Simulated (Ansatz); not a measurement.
```yaml
crystal:
  periodic: [false, false, false]
  atoms:
    - {symbol: O, position_ang: [1.363944, -0.257675, 2.874375]}
    - {symbol: C, position_ang: [0.713312, -0.324009, 1.890318]}
    - {symbol: Te, position_ang: [1.593775, -0.593763, -0.093654]}
    - {symbol: Si, position_ang: [-0.750409, -0.890469, -1.209224]}
    - {symbol: Al, position_ang: [-0.234009, 1.441329, -0.938188]}
    - {symbol: H, position_ang: [-0.390478, -0.252406, 1.863883]}
    - {symbol: h, position_ang: [-0.411462, -1.698699, -2.410931]}
    - {symbol: H, position_ang: [-1.479285, -1.759196, -0.242372]}
    - {symbol: H, position_ang: [-0.722675, 2.072551, 0.433025]}
    - {symbol: H, position_ang: [0.400487, 2.211138, -2.164334]}
basis:
  gaussian: {orbitals: STO-3G, fitting: {mean_field: cc-pVTZ-jkfit}}
hamiltonian: {xc: {name: revPBE0}, dispersion: d4}
```

```sh
$ ansatz run in.yaml --threads 4 --pin off --events-out ev --progress --plain --max-ram 10444MiB
```

Output, abridged:

```
Error: YAML parse error: error: line 10 column 16: `h` is not an element symbol (H … Og, case-exact)
 8 |     - {symbol: Al, position_ang: [-0.234009, 1.441329, -0.938188]}
 9 |     - {symbol: H, position_ang: [-0.390478, -0.252406, 1.863883]}
10 |     - {symbol: h, position_ang: [-0.411462, -1.698699, -2.410931]}
11 |     - {symbol: H, position_ang: [-1.479285, -1.759196, -0.242372]}
12 |     - {symbol: H, position_ang: [-0.722675, 2.072551, 0.433025]}
```

(1) What is wrong with this run?

Answers

(1) An element symbol is wrong. The program refused the input.
